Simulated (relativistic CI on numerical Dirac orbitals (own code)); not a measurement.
Racah parameters of the free ion Cr4+ from its measured terms

Problem. The configuration 3s²3p⁶3d² of Cr4+ has the measured levels ³F: 0.0 (J = 2), 508.2 (J = 3), 1141.7 (J = 4); ³P: 15491.8 (J = 0), 15676.6 (J = 1), 16041.0 (J = 2); ¹D: 13188.0 (J = 2) cm⁻¹ (Sugar and Corliss, J. Phys. Chem. Ref. Data 6, 317 (1977)). Find B and C, and predict the term ¹G.

Working.
1. Centres of gravity, weighted by 2J + 1: ³F 658.7, ³P 15858.5, ¹D 13188.0 cm⁻¹.
2. ³P − ³F = 15B gives B = 15199.8/15 = 1013 cm⁻¹.
3. ¹D − ³F = 5B + 2C gives C = (12529.3 − 5066.6)/2 = 3731 cm⁻¹, and C/B = 3.68.
4. ¹G − ³F = 12B + 2C = 19623 cm⁻¹.

Check. The measured centre of ¹G lies 21360 cm⁻¹ above that of ³F, so the two-parameter theory misses by -1738 cm⁻¹; fits add the Trees term αL(L + 1) for such residues. The calculated radial integrals (Dirac-KLI orbitals, unscaled: F² = 94535, F⁴ = 59540 cm⁻¹) give B = F²/49 − 5F⁴/441 = 1254 and C = 35F⁴/441 = 4725 cm⁻¹, so the measured B is 81 % and C 79 % of them. A complex lowers B further; the nephelauxetic ratio is taken against the free-ion value found here.
